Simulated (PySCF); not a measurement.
SbCl3, SMILES [Cl][Sb]([Cl])[Cl].

Geometry optimised at B3LYP-D3(BJ)/def2-SVP. The isomer is the one that the SMILES or the coordinates give; other isomers of the formula were not compared. The def2 effective core potentials stand for the cores of Sb; spin–orbit coupling is left out.

Calculation: r2SCAN/def2-TZVPD in PySCF.

Symmetry labels are those of the subgroup Cs that the program uses (full group C3v).

### Question
List the valence orbital energies around the gap with their symmetry. (The exact figures need the calculation; the answer reports its results.)

### Answer

| orbital | symmetry | energy (eV) |
|---|---|---|
| HOMO−7 | A' | -10.62 |
| HOMO−6 | A' | -9.67 |
| HOMO−5 | A' | -8.78 |
| HOMO−4 | A" | -8.78 |
| HOMO−3 | A' | -8.35 |
| HOMO−2 | A" | -8.35 |
| HOMO−1 | A" | -8.21 |
| HOMO | A' | -7.88 |
| LUMO | A' | -2.83 |
| LUMO+1 | A" | -2.83 |
| LUMO+2 | A' | -2.74 |
| LUMO+3 | A' | 0.38 |
